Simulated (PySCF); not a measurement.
## Electron correlation in Kr²⁺ (krypton, charge +2)

[Ar] 3d10 4s2 4p3 5s1, high-spin 5S determinant (an excited configuration). All numbers are calculated (PySCF 2.14, the spin-free X2C one-electron Hamiltonian (Gaussian nucleus), in aug-cc-pVQZ-DK (8s7p5d3f2g, 93 functions)). Frozen: [Ar] 3d10; 6 electrons correlated.

```tsv
level	correlation energy (mhartree)
CCSD	-120.55
(T)	-4.08
CCSD(T)	-124.63
```

Diagnostics: T1 = 0.0089, D1 = 0.0308, largest double amplitude 0.043.

Is a single reference adequate?

Yes, within this model without spin-orbit coupling: T1 lies below 0.03 and no double amplitude reaches 0.07.
